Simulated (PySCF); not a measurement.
A GIAO shielding run with PySCF 2.14.0 with density-fitted response routines (density fitting, non-relativistic, gas phase) on SMILES [SiH2](CC=C)C[SiH2]C, C5H14Si2:

```
$ OMP_NUM_THREADS=1 python probes_run.py task.json out

{"job": {"kind": "nmr", "xc": "PBE0", "basis": "pcSseg-1"}, "charge": 0, "multiplicity": 1}
C     -3.371532     0.809741     0.660484
C     -2.183728     0.269937     0.869991
C     -1.763923    -1.070613     0.387873
Si    -0.680843    -0.920798    -1.179669
C      0.793801     0.226378    -0.842425
Si     1.912114    -0.263404     0.618080
C      3.427927     0.879790     0.660615
H     -3.622669     1.796841     1.009849
H     -4.146308     0.277673     0.132429
H     -1.423032     0.828377     1.400572
H     -2.640505    -1.677352     0.163180
H     -1.192031    -1.580320     1.163654
H     -1.501399    -0.374666    -2.270755
H     -0.211246    -2.262925    -1.549670
H      0.419769     1.237362    -0.675734
H      1.399196     0.278186    -1.747636
H      1.184766    -0.131446     1.889334
H      2.355444    -1.656272     0.465964
H      3.143025     1.918924     0.799447
H      4.096675     0.613229     1.473268
H      3.995578     0.818299    -0.263481
```

Hardware: 1 thread of an Intel Xeon, shared host. The job also computes population analyses, field gradients.

**Question.** How large is the calculation?

**Answer.** 72 electrons, 203 basis functions and 1097 auxiliary functions.

**Question.** How long does it take, and how much memory does it need?

**Answer.** 100 s of wall time, with 13 SCF cycles and 4 response iterations; peak memory 0.85 GiB. Times on a shared host scatter by some tens of per cent.
